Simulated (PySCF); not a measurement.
## Exercise with solution: oscillator strength and radiative lifetime

Se(I)(OH) (HIOSe), SMILES O[Se]I.

The structure is a stationary point at PBE0-D3(BJ)/def2-TZVP. The def2 effective core potentials stand for the cores of I; spin–orbit coupling is left out. The values are those of a single conformer.

TDA-ωB97X/def2-SVPD in PySCF puts the first singlet state with f over 0.02 at 5.78 eV (vertical), with the transition dipole (0.062, 0.630, -0.420) in atomic units.

**Question.** Find the oscillator strength, the wavelength and the radiative lifetime that this transition would have in vacuum if emission retraced absorption.

**Answer.** 
|μ|² = 0.5771 au, so |μ| = 1.93 D. ΔE = 5.78/27.211 = 0.2124 hartree. f = (2/3) ΔE |μ|² = 0.082 (the program prints 0.082).
λ = 1239.84/5.78 = 215 nm; ν = 46619 cm⁻¹.
Einstein's coefficient A = 0.6670 ν² f s⁻¹ (ν in cm⁻¹) = 1.2e8 s⁻¹, so τ = 1/A = 8.4 ns. This state is S5; the lower singlets have f = 0.001, 0.002, 0.000, 0.001. The figure is the radiative limit of this one transition; relaxation, internal conversion, crossing to triplets and a medium change what is measured.
